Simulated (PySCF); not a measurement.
States of one metal complex from SC-NEVPT2 in the d shell, PySCF, above the ground state:

| 2S+1 | degeneracy | energy / cm⁻¹ | f (electric dipole) |
| --- | --- | --- | --- |
| 6 | 1 | 0 | – |
| 4 | 3 | 20040 | – |
| 2 | 3 | 25033 | – |
| 4 | 3 | 26870 | – |
| 4 | 1 | 31228 | – |
| 4 | 2 | 31516 | – |
| 4 | 3 | 34838 | – |
| 2 | 1 | 35587 | – |
| 2 | 3 | 35785 | – |
| 4 | 2 | 37708 | – |
| 2 | 3 | 37708 | – |
| 2 | 2 | 40416 | – |

**Question.** Which of these complexes, all computed at model or optimised geometries, gave the data?
A. [MnF5]3- (d5, square pyramidal)
B. FeCl3 (d5, trigonal planar)
C. [FeCl4]- (d5, tetrahedral)
D. [FeF6]3- (d5, octahedral)

**Answer.** D. [FeF6]3- (d5, octahedral) has 6A1g, then 4T1g at 20040, 2T2g at 25033 cm⁻¹ (NEVPT2). The others: [FeCl4]- (d5, tetrahedral) has 6A1, then 4T1 at 23184, 4T2 at 26947 cm⁻¹ (NEVPT2); [MnF5]3- (d5, square pyramidal) has 6A1, then 4A2 at 20724, 4E at 22756 cm⁻¹ (NEVPT2); FeCl3 (d5, trigonal planar) has 6A1', then 4E' at 21211, 4A2'' at 21480 cm⁻¹ (NEVPT2).

On [FeF6]3-: No frequencies were computed for the optimised geometry. NEVPT2 on the d shell alone tends to put d–d bands too high for such charged or covalently bound ions.
